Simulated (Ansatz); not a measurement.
Gas-phase reaction in SMILES: OB(O)P [phosphanylboronic acid] + H+ → OB(O)[PH3+]
Structures are relaxed separately at B3LYP-D3(BJ)/def2-TZVP in Ansatz (a first-principles code), one conformer each, not searched for the lowest.
Geometry of the first species:
SMILES: PB(O)O
```xyz
8

O     -0.9983     1.3381     0.3178
B     -0.4900     0.0832     0.1146
O     -1.3400    -0.9763     0.1824
P      1.3505    -0.2649    -0.4092
H     -0.3561     2.0512     0.2737
H     -2.2486    -0.7129     0.3768
H      1.9496     0.6882     0.4541
H      1.5537    -1.3628     0.4590
```
Charge 0, spin multiplicity 1.

Property: proton affinity (electronic energy difference), positive where the reaction releases energy, in kcal/mol. Correlated levels leave the core frozen unless marked. Spin-orbit coupling is left out. Non-relativistic. Basis-set limits of correlation are two-point, X^-3; Hartree-Fock from the larger set.

```tsv
level	program	proton affinity (kcal/mol)
BLYP-D3(BJ)/def2-TZVPD	Ansatz + dftd3	208.9
HSE06-D3(BJ)/def2-TZVPD	Ansatz + dftd3	208.6
```

Estimate the value at CCSD(T)/CBS(cc-pV(T+d)Z,cc-pV(Q+d)Z) as computed with Ansatz.

207.8 kcal/mol
